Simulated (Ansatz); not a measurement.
A run for Ansatz (a program for electronic structure): R-wB97X-V/def2-TZVPPD on CH4OSe (a complex), monomers drawn apart or pushed together. Files ending in .json are basis or fitting sets from the Basis Set Exchange.

Ansatz 0.2 input:
```yaml
crystal:
  periodic: [false, false, false]
  atoms:
    - {symbol: C, position_ang: [0.35369503, 0.06697859, -0.32921508]}
    - {symbol: O, position_ang: [1.08376514, -0.66806895, 0.27787216]}
    - {symbol: H, position_ang: [0.20414094, -0.03381530, -1.42102299]}
    - {symbol: H, position_ang: [-0.20388032, 0.87851390, 0.17369570]}
    - {symbol: Se, position_ang: [0.90243976, 1.06179169, 4.44117262]}
    - {symbol: H, position_ang: [0.46214243, -0.33779697, 4.42191664]}
    - {symbol: H, position_ang: [0.25608781, 1.29724149, 5.74303418]}
basis:
  gaussian:
    orbitals: def2-TZVPPD.json
hamiltonian:
  xc: {name: wB97X-V}
scf: {lower_state_search: off}
```

Task: Predict the final total energy.

Result: -2517.0410 hartree.

Task: How many basis functions does it have, and what does it roughly cost on one machine?

Result: 202 functions; roughly 12 core-seconds.
